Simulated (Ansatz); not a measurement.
A nudged elastic band was laid between two geometries of CH4FNO2Si (10 atoms, charge 0, multiplicity 1).

All numbers below come from RKS B3LYP-D4/6-31G in Ansatz 0.2.0.

| Quantity | Value |
| --- | --- |
| movable images | 7 |
| climbing image | yes |
| spring | 5.0 eV/Å² |
| optimiser | quadratic models (default) |
| start path | IDPP |
| force threshold | 0.03 eV/Å |
| iteration limit | 44 |
| end points | relaxed |

Initial state:

```xyz
10
Properties=species:S:1:pos:R:3
N -0.060 -1.797 -0.051
C -0.425 -0.478 -0.040
F -1.839 -0.409 -0.076
O 0.147 0.316 -1.110
Si 0.509 1.653 0.036
O -0.004 0.349 1.135
H 0.901 -2.044 -0.201
H -0.711 -2.494 0.266
H -0.391 2.840 -0.072
H 1.957 2.012 0.116
```

Final state:

```xyz
10
Properties=species:S:1:pos:R:3
N -0.062 -1.798 -0.051
C -0.424 -0.478 -0.040
F -1.837 -0.406 -0.078
O 0.151 0.316 -1.110
Si 0.510 1.653 0.037
O -0.002 0.348 1.135
H -0.717 -2.494 0.262
H 0.899 -2.047 -0.197
H -0.391 2.840 -0.072
H 1.957 2.014 0.117
```

(1) Which bonds break or form, and what moves?

(2) What energy profile does the band end with?

(3) What is the geometry of the highest image?

(4) What are the harmonic wavenumbers there?

The band took 8 iterations and about 4 core-minutes.

## Answers

(1) No bond is made or broken. The dihedral H7–N1–C2–F3 goes from 169 to -23°. The two ends are copies of one structure, up to a mirror image or an exchange of like atoms.

(2) The run converged. The highest image is number 3 of 0 to 8, 7.6 kJ/mol above the ends, which have the same energy within 2 meV. A vibrational analysis at the climbing image gives one clearly imaginary mode, 100i cm⁻¹: a first-order saddle point. Limits of this set-up: no polarisation functions.

| image | path coordinate (Å) | energy (kJ/mol) | dihedral H7–N1–C2–F3 (°) |
| --- | --- | --- | --- |
| 0 | 0.00 | 0.0 | 169 |
| 1 | 0.50 | 2.0 | 144 |
| 2 | 1.00 | 6.4 | 107 |
| 3 | 1.49 | 7.6 | 76 |
| 4 | 1.96 | 6.8 | 58 |
| 5 | 2.43 | 3.2 | 47 |
| 6 | 2.89 | 0.2 | 30 |
| 7 | 3.36 | 0.3 | 5 |
| 8 | 3.83 | 0.0 | -23 |

(3) 
```xyz
10
Properties=species:S:1:pos:R:3:forces:R:3
N 0.126 -1.723 -0.005 0.00 -0.01 -0.02
C -0.434 -0.463 -0.098 -0.02 -0.01 0.01
F -1.840 -0.489 -0.389 0.01 0.00 0.00
O 0.188 0.372 -1.110 0.00 0.00 -0.01
Si 0.486 1.633 0.131 0.00 0.00 0.00
O -0.276 0.337 1.107 0.00 0.00 0.01
H 0.302 -2.217 -0.865 0.01 0.01 0.01
H -0.089 -2.270 0.814 0.00 0.01 0.00
H -0.307 2.890 -0.018 0.00 0.00 0.00
H 1.928 1.880 0.436 0.00 0.00 0.00
```

(4) 100i, 77, 345, 417, 461, 471, 487, 561, 617, 658, 685, 714, 802, 824, 922, 970, 1060, 1278, 1384, 1676, 2207, 2233, 3616, 3748 cm⁻¹.

Time of the run: 4 min on 1 thread of Arm Neoverse V1 (shared host), peak memory 0.15 GiB.
